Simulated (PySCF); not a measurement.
C₃HBrClF, SMILES C(=CF)=C(Cl)Br. Atoms are numbered in the order given.

```xyz
7

F     -3.2888     0.9456    -0.5259
C     -2.5644    -0.1068    -0.1452
C     -1.2596    -0.1570    -0.2526
C      0.0403    -0.2523    -0.3256
Cl     0.8628    -0.8921    -1.7010
Br     1.1659     0.3050     1.0779
H     -3.1728    -0.9214     0.2644
```

The structure is a stationary point at ωB97X-D3(BJ)/def2-SVP. This is a generated structure with no PubChem entry under its InChIKey; it may be hypothetical.

Level of theory: ωB97X-D3(BJ)/def2-SVP (PySCF).

Frequencies are harmonic and unscaled.

```json
[
 {"mode": "1", "ν (cm⁻¹)": "86", "IR (km/mol)": "0.0", "Raman (Å⁴/amu)": "3.0", "depolarisation": "0.74", "moving atoms (share of kinetic energy)": "F 36 %, Br 24 %, Cl 24 %, C 15 %"},
 {"mode": "2", "ν (cm⁻¹)": "127", "IR (km/mol)": "0.6", "Raman (Å⁴/amu)": "1.5", "depolarisation": "0.72", "moving atoms (share of kinetic energy)": "C 47 %, F 39 %, Cl 10 %"},
 {"mode": "3", "ν (cm⁻¹)": "227", "IR (km/mol)": "0.8", "Raman (Å⁴/amu)": "5.1", "depolarisation": "0.74", "moving atoms (share of kinetic energy)": "Cl 50 %, Br 22 %, C 21 %"},
 {"mode": "4", "ν (cm⁻¹)": "274", "IR (km/mol)": "5.8", "Raman (Å⁴/amu)": "6.9", "depolarisation": "0.73", "moving atoms (share of kinetic energy)": "C 49 %, H 23 %, F 18 %"},
 {"mode": "5", "ν (cm⁻¹)": "396", "IR (km/mol)": "3.0", "Raman (Å⁴/amu)": "9.5", "depolarisation": "0.16", "moving atoms (share of kinetic energy)": "C 42 %, F 19 %, Br 19 %, Cl 17 %"},
 {"mode": "6", "ν (cm⁻¹)": "458", "IR (km/mol)": "5.2", "Raman (Å⁴/amu)": "3.6", "depolarisation": "0.43", "moving atoms (share of kinetic energy)": "C 87 %"},
 {"mode": "7", "ν (cm⁻¹)": "512", "IR (km/mol)": "9.9", "Raman (Å⁴/amu)": "5.1", "depolarisation": "0.24", "moving atoms (share of kinetic energy)": "C 66 %, Cl 26 %"},
 {"mode": "8", "ν (cm⁻¹)": "677", "IR (km/mol)": "47.9", "Raman (Å⁴/amu)": "1.5", "depolarisation": "0.24", "moving atoms (share of kinetic energy)": "C 77 %, F 17 %"},
 {"mode": "9", "ν (cm⁻¹)": "888", "IR (km/mol)": "0.9", "Raman (Å⁴/amu)": "5.4", "depolarisation": "0.75", "moving atoms (share of kinetic energy)": "H 64 %, C 34 %"},
 {"mode": "10", "ν (cm⁻¹)": "892", "IR (km/mol)": "187.4", "Raman (Å⁴/amu)": "2.4", "depolarisation": "0.73", "moving atoms (share of kinetic energy)": "C 88 %, Cl 9 %"},
 {"mode": "11", "ν (cm⁻¹)": "1104", "IR (km/mol)": "224.0", "Raman (Å⁴/amu)": "12.4", "depolarisation": "0.22", "moving atoms (share of kinetic energy)": "C 69 %, F 25 %"},
 {"mode": "12", "ν (cm⁻¹)": "1268", "IR (km/mol)": "24.9", "Raman (Å⁴/amu)": "15.4", "depolarisation": "0.55", "moving atoms (share of kinetic energy)": "H 71 %, C 17 %, F 11 %"},
 {"mode": "13", "ν (cm⁻¹)": "1477", "IR (km/mol)": "65.1", "Raman (Å⁴/amu)": "1.6", "depolarisation": "0.65", "moving atoms (share of kinetic energy)": "C 75 %, H 20 %"},
 {"mode": "14", "ν (cm⁻¹)": "2128", "IR (km/mol)": "306.9", "Raman (Å⁴/amu)": "6.8", "depolarisation": "0.23", "moving atoms (share of kinetic energy)": "C 99 %"},
 {"mode": "15", "ν (cm⁻¹)": "3220", "IR (km/mol)": "2.0", "Raman (Å⁴/amu)": "161.2", "depolarisation": "0.27", "moving atoms (share of kinetic energy)": "H 91 %, C 9 %"}
]
```
